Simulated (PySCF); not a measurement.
# Zn₂S, triplet: computed properties

Method: UPBE0 in PySCF with S def2-SVP, Zn def2-SVP; no relativity; density-fitted integrals.

The structure is a minimum.

```xyz
3
charge 0 multiplicity 3, angstrom
S     0.0000    0.0000   -1.2511
Zn    1.5984    0.0000    0.3128
Zn   -1.5984    0.0000    0.3128
```

| Property | Result |
| --- | --- |
| Point group | C2v |
| Bond lengths | S–Zn 2.236 Å (×2) |
| Bond angles | Zn–S–Zn 91.2° |
| Spin squared ⟨S²⟩ | 2.007 |
| Dipole moment | 2.48 D |
| Lowest empty level (β) | -2.85 eV |
| Entropy at 298.15 K and 1 bar (electronic part: spin only) | 318.7 J/(mol K) |
| Rotational symmetry number | 2 |
| Rotational constants | 0.2695, 0.0516, 0.04331 cm⁻¹ |
| Enthalpy at 298.15 K above 0 K | 14.02 kJ/mol |
| Heat capacity Cp at 298.15 K | 54.9 J/(mol K) |
| Atomisation energy without zero-point energy | 263 kJ/mol |
| Principal polarisabilities | 42.5, 58.4, 87.0 bohr³ |
| Zero-point energy | 4.4 kJ/mol |
| Highest occupied level (α) | -5.21 eV |
| Principal quadrupole moments (Buckingham, traceless) about the centre of mass | -5.39, -0.86, 6.25 D Å |

Harmonic modes (masses in u: S 31.972, Zn 63.929):
| symmetry | ω (cm⁻¹) | IR (km/mol) |
| --- | --- | --- |
| a1 | 62 | 0.0 |
| b2 | 334 | 45.7 |
| a1 | 340 | 9.6 |

In C2v the vibrations span 2a1 + b2. Here b1 is antisymmetric to the molecular plane and b2 lies in it.

Charges (e):
```csv
atom,Mulliken,Löwdin,polar tensor,spin (Mulliken),Mayer order to S1
S1,-0.48,-0.40,-0.62,0.50,–
"Zn2,3",0.24,0.20,0.31,0.75,0.98
```

Mulliken populations on S1: s 5.89, p 10.56, d 0.03.

Other isomers or separated fragments may lie lower.

The final relaxation and frequency run took roughly 60 core-seconds on a shared host.
